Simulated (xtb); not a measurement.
Ge(F)(Cl)2(OH) (Cl2FGeHO), SMILES [OH][Ge]([F])([Cl])[Cl]. All values are semi-empirical tight-binding results from xtb (GFN2-xTB unless named), good for trends rather than for accurate numbers. Geometry optimised at GFN2-xTB. The structure was generated by enumeration, and PubChem lists no compound with its InChIKey, so it may never have been made. One conformer was computed; it need not be the lowest.

Optimised geometry:

```xyz
6

O     -1.5777    -0.8043    -0.6000
Ge    -0.1535    -0.1017     0.0759
F     -0.3200    -0.3844     1.8155
Cl     1.4628    -1.1679    -0.6460
Cl    -0.1196     1.9770    -0.1647
H     -2.4187    -0.6068    -0.1868
```
Charge 0, spin multiplicity 1.

For metal compounds this method's bond lengths and energies can be far off.

```json
{
  "orbital_gap": "5.83 eV",
  "zero_point_energy": "10.2 kcal/mol",
  "G − E(el) at 298.15 K (modified RRHO)": "-10.9 kcal/mol"
}
```

Give the atomic charges and the Wiberg bond orders between heavy atoms. (An estimate is asked for; the answer gives what the named calculation found.)

charges (e) O1 -0.42, Ge2 0.43, F3 -0.27, Cl4 -0.02, Cl5 -0.06, H6 0.35. Bond orders O1–Ge2 1.14, Ge2–F3 1.00, Ge2–Cl4 1.18, Ge2–Cl5 1.12.
